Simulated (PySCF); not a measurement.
Si(F)(I)(Me)2 (C2H6FISi), SMILES C[Si](C)(F)I. Geometry optimised at B3LYP-D3(BJ)/def2-SVP. The def2 effective core potentials stand for the cores of I; spin–orbit coupling is left out.

Calculation: B3LYP-D3(BJ)/def2-SVP (PySCF).

Harmonic wavenumbers (cm⁻¹): 152, 153, 154, 171, 200, 214, 267, 360, 653, 698, 752, 798, 809, 849, 921, 1274, 1277, 1420, 1423, 1428, 1435, 3032, 3034, 3125, 3127, 3141, 3141. Rotational constants (GHz): 3.344, 1.085, 1.058; symmetry number 1.

**Question.** Work out the zero-point energy and the ideal-gas rigid-rotor harmonic-oscillator thermochemistry at 298.15 K and 1 atm.

**Answer.** ZPE = ½ Σ hcν = ½ × 34008 cm⁻¹ = 203.41 kJ/mol. H − E(el) = 226.71 kJ/mol. Entropy in J/(mol K): translation 175.08, rotation 120.57, vibration 79.37, total 375.01. G − E(el) = 114.90 kJ/mol. Cp = 117.17 J/(mol K).
